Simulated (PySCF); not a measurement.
Two-dimensional NMR puzzle

Compound of formula C6H10OSi. Correlations simulated from computed shifts and the bond graph:

HSQC (one-bond C–H):
| δH | δC |
| --- | --- |
| 6.70 | 132.2 |
| 6.62 | 145.9 |
| 6.34 | 137.9 |
| 6.30 | 149.4 |
| 5.51 | 116.7 |
| 5.46 | 123.0 |
| 5.37 | 123.0 |

COSY cross peaks (H two or three bonds apart, from the bond graph; peaks can be absent where the dihedral angle is near 90°):
| δH | δH |
| --- | --- |
| 6.70 | 6.34 |
| 6.70 | 5.51 |
| 6.62 | 6.34 |
| 6.62 | 5.46 |
| 6.62 | 5.37 |
| 6.30 | 5.51 |
| 5.46 | 5.37 |

HMBC (two and three bonds, from the bond graph):
| δH | δC |
| --- | --- |
| 6.70 | 149.4, 145.9, 137.9, 116.7 |
| 6.62 | 137.9, 132.2, 123.0 |
| 6.34 | 145.9, 132.2, 123.0, 116.7 |
| 6.30 | 132.2, 116.7 |
| 5.51 | 149.4, 137.9, 132.2 |
| 5.46 | 145.9, 137.9 |
| 5.37 | 145.9, 137.9 |
| 5.32 | 149.4 |

Calculated, not measured (PySCF): shieldings: GIAO PBE0/pcSseg-1, coordinates at the GFN2-xTB level. A single conformation, relativity neglected, averaged over atoms made equivalent by symmetry, fast rotation or ring inversion, no solvent.

Chemical shifts δ = σref − σ; 1H, 13C vs TMS, all at this level.

Exchangeable hydrogens are left out of these lists.

Task: Work out the connectivity.

Result: `InChI=1S/C6H10OSi/c1-2-3-4-5-6-7-8/h2-6H,1H2,8H3/b4-3+,6-5-`.

Structure with atom numbers: `[CH2:1]=[CH:2]/[CH:3]=[CH:4]/[CH:5]=[CH:6]\[O:7][SiH3:8]`; H(Xn) means a hydrogen on atom n. Ha(C1) is cis to C3; Hb(C1) is trans to C3.

1. δC 149.4 is C6, an alkene carbon bearing oxygen (δH 6.30).
2. δC 145.9 is C2, an alkene CH (δH 6.62).
3. δC 137.9 is C3, an alkene CH (δH 6.34).
4. δC 132.2 is C4, an alkene CH (δH 6.70).
5. δC 123.0 is C1, a terminal =CH2 carbon (δH 5.46, 5.37).
6. δC 116.7 is C5, a β carbon of an enol-ether or enamine type C=C (δH 5.51).
7. COSY links 6.70–6.34, 6.70–5.51, 6.62–6.34, 6.62–5.46, 6.62–5.37, 6.30–5.51.

This is the structure that produced the data.

Shifts are as computed. Against solution values, carbons near 30 ppm lie about +3 ppm off and those near 130 ppm about +5 ppm. Of 1211 compounds with measured shifts, 218 miss one by over three times the rms of a fit or turn the order of signals round; such compounds aren't used in these exercises.
